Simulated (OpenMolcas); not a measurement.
Er2+: effect of the basis set

- Program: OpenMolcas 26.06
- Method: CASSCF
- Active space: 12 electrons in 7 orbitals (4f)
- State averaging: 2S+1 = 3 even, 21 roots; 2S+1 = 1 even, 27 roots
- Spin-orbit coupling: state interaction with AMFI integrals over the reference wave functions, term energies averaged over their components

A. ANO-R0 [6s4p2d1f], X2C, finite nucleus; cost about 18 core-seconds
B. ANO-RCC-MB [6s5p3d1f], DKH3, point nucleus; cost of the order of 15 core-seconds
C. ANO-R3 [10s8p5d5f3g2h], X2C, finite nucleus; cost roughly 3 core-minutes

Energies in cm⁻¹ above 4f¹² ³H₆, the measured ground level; measured values from Martin, Zalubas and Hagan, Atomic Energy Levels: The Rare-Earth Elements, NSRDS-NBS 60 (1978); the list in Deprince et al., Eur. Phys. J. D 78, 105 (2024).

```csv
Level,A,B,C,Measured
4f¹² ³H₆,0.0,0.0,0.0,0.0
4f¹² ³F₄ [51 %],6386,6373,6269,
4f¹² ³H₅,7219,7194,7071,6970
4f¹² ³H₄ [60 %],11788,11752,11552,10785
4f¹² ³F₃,14728,14688,14442,12473
4f¹² ³F₂,16101,16059,15790,13220
4f¹² ¹G₄ [60 %],19494,19435,19098,18384
4f¹² ¹D₂ [64 %],31852,31778,31235,
4f¹² ¹I₆,38316,38226,37555,
4f¹² ³P₁,42263,42166,41471,
4f¹² ³P₂,42694,42592,41878,
4f¹² ³P₀,43431,43330,42615,
```

Deviations, from unrounded energies. A percentage is the sum of absolute deviations over the sum of measured energies, with the sign that they share, or ± where signs differ.

```csv
Against measurement,Levels,A,B,C
mean absolute deviation (cm-1),5,1500,1500,1200
fine structure of the ground term (%),2,+7.0,+6.7,+4.9
other terms of the ground configuration (%),3,+14.2,+13.9,+11.9
```

C lies closest to measurement on these levels and A furthest from it. The largest miss of C in the table is 4f¹² ³F₂, by +2600 cm-1. The ranking rests on the paired levels alone, and a cruder setting can come out closer through cancelling errors.

Among A to C the level of the table that moves most is 4f¹² ³P₀, by 820 cm-1 (lowest in C, highest in A).

Without dynamic correlation excited terms often stand tens of per cent too high (terms of higher spin than the ground term too low), and those without a measured partner can miss by more than the paired ones. Measured partners are found by configuration, term and J. A level has none where our copy of the source lacks it or the pairing is in doubt (some pairs that miss far off the trend of their configuration count as doubtful), and it then counts in no deviation. Only configurations of the active space appear.

A share in square brackets marks a mixed level and gives the weight of the term that names it, the lowest over the columns.
